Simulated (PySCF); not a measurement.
**Carbon: a sound run and one with changed settings**

Sound run: C⁺ [He] 2s2 2p1, C²⁺ [He] 2s2. Calculation: PySCF 2.14, in cc-pVDZ (3s2p1d, 14 functions); no relativity, point nucleus. The sound run starts from symmetry-adapted Hartree-Fock orbitals and uses a fine grid where one is needed.

Changed run: 14 angular points. This setting is unsound on purpose.

| species | method | sound run (hartree) | changed run (hartree) | converged |
| --- | --- | --- | --- | --- |
| C⁺ | UHF | -37.28953 | -37.28953 | yes |
| C⁺ | MN15 | -37.38636 | -37.38291 | yes |
| C⁺ | PBE0 | -37.37621 | -37.37582 | yes |
| C²⁺ | UHF | -36.40060 | -36.40060 | yes |
| C²⁺ | MN15 | -36.48709 | -36.48709 | yes |
| C²⁺ | PBE0 | -36.46187 | -36.46187 | yes |

Ionisation energy of C⁺:

```
method  sound run (eV)  changed run (eV)
   UHF          24.189            24.189
  MN15          24.470            24.376
  PBE0          24.880            24.870
```

A coarse angular grid integrates products of high-l functions wrongly, so density functionals can shift, and the SCF can exploit the error; Hartree-Fock and MP2 need no grid.

For comparison, NIST gives 24.383 eV between the lowest levels.
